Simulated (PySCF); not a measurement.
In(OH)(SiH3)2 (H7InOSi2), SMILES [SiH3][In]([SiH3])[OH].

The structure is a stationary point at PBE0-D3(BJ)/def2-SVP. The structure was generated by enumeration; whether it is a known compound was not checked. The def2 effective core potentials stand for the cores of In; spin–orbit coupling is left out. The values are those of a single conformer.

Two levels are set side by side: TDDFT-PBE/def2-SVPD (PySCF) and TDDFT-ωB97X/def2-SVPD (PySCF). Vertical, same geometry. The lowest singlet is HOMO→LUMO 99 % with PBE and HOMO→LUMO 98 % with the other functional; states are paired by order. Differences are taken from unrounded values.

| quantity | TDDFT-ωB97X |
|---|---|
| lowest singlet excitation (eV) | 4.19 |
| lowest triplet excitation (TDA) (eV) | 3.72 |
| first bright state (f over 0.05) (eV) | 6.30 |
| its oscillator strength | 1.07 |

**Question.** What does TDDFT-PBE give, and how far is it from TDDFT-ωB97X? (An estimate is asked for; the answer gives what the named calculation found.)

**Answer.** 
```csv
quantity,TDDFT-PBE,TDDFT-PBE minus TDDFT-ωB97X
lowest singlet excitation (eV),3.77,-0.42
lowest triplet excitation (TDA) (eV),3.33,-0.39
first bright state (f over 0.05) (eV),5.44,-0.86
its oscillator strength,0.36,-0.71
```

A lower first singlet is the usual sign of a functional without exact exchange. Differences between two approximate levels are no errors against the true value.

Rough cost on one machine, each run with all the roots and properties that it gave: TDDFT-ωB97X against TDDFT-PBE about 7 times.
